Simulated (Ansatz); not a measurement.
C2H5BOSi, SMILES `B/C=C1\O[SiH2]1`, one more setting.

```yaml
crystal:
  periodic: [false, false, false]
  atoms:
    - {symbol: B, position_ang: [-1.938265, 0.461390, 0.742264]}
    - {symbol: C, position_ang: [-0.937316, 0.405224, -0.400437]}
    - {symbol: C, position_ang: [0.315048, -0.047828, -0.244566]}
    - {symbol: O, position_ang: [0.970601, -0.531297, 0.856885]}
    - {symbol: Si, position_ang: [2.012564, -0.551182, -0.491360]}
    - {symbol: H, position_ang: [-1.626556, 0.093692, 1.836533]}
    - {symbol: H, position_ang: [-3.046347, 0.874663, 0.553689]}
    - {symbol: H, position_ang: [-1.179699, 0.728993, -1.408270]}
    - {symbol: H, position_ang: [3.136551, 0.403685, -0.444026]}
    - {symbol: H, position_ang: [2.376319, -1.888539, -0.997811]}
basis:
  gaussian: {orbitals: pcseg-2}
hamiltonian: {xc: {name: r2SCAN}, dispersion: d3bjatm}
accuracy: high
```

```sh
$ ansatz run in.yaml --threads 2 --pin off --events-out ev --progress --plain --max-ram 4352MiB
```

Output, abridged:

```
Functional definition: r2SCAN
4090 factors; integrals over basis functions are off by at most 2.1e-8 eV
mean field evaluation 1: about -12743.4278 eV, gradient 6.4e1 eV
mean field evaluation 2: about -12713.3001 eV, gradient 1.2e2 eV
mean field evaluation 4: about -12752.4009 eV, gradient 2.1e1 eV
mean field evaluation 8: about -12753.3283 eV, gradient 5.7e-1 eV
mean field evaluation 16: about -12753.3291 eV, gradient 5.4e-5 eV
mean field -12753.32911771 eV, -468.6762005589 hartree, gradient 4.7e-8 eV, S^2 0.000000; 0 other end points of the search recorded, 0 dependent functions left out
reference -12753.32911898 eV, -468.6762006057 hartree; 22, 22 occupied and 202, 202 virtual orbitals, 4090 factors
Total energy: -12753.38533407 eV, -468.6782664719 hartree
```

Hardware: 2 threads of an Arm Neoverse V2 on a shared host. Wall time 23 s, peak host memory 1.3 GiB.
